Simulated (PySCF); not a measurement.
GeI, SMILES [Ge][I] (connectivity only; charge and spin as stated), charge +1, multiplicity 1. Geometry: B3LYP-D3(BJ)/def2-TZVP. The multiplicity is an assumed one; other spin states were not compared. The def2 effective core potentials stand for the cores of I; spin–orbit coupling is left out.

Level of theory: PySCF with B3LYP-D3(BJ)/def2-TZVP.

Harmonic wavenumbers (cm⁻¹): 296. Rotational constants (GHz): 1.867 (linear); symmetry number 1.

Question: Work out the zero-point energy and the ideal-gas rigid-rotor harmonic-oscillator thermochemistry at 298.15 K and 1 atm.

Answer: ZPE = ½ Σ hcν = ½ × 296 cm⁻¹ = 0.42 kcal/mol. H − E(el) = 2.76 kcal/mol. Entropy in cal/(mol K): translation 41.78, rotation 18.10, vibration 1.44, total 61.32. G − E(el) = -15.52 kcal/mol. Cp = 8.64 cal/(mol K).
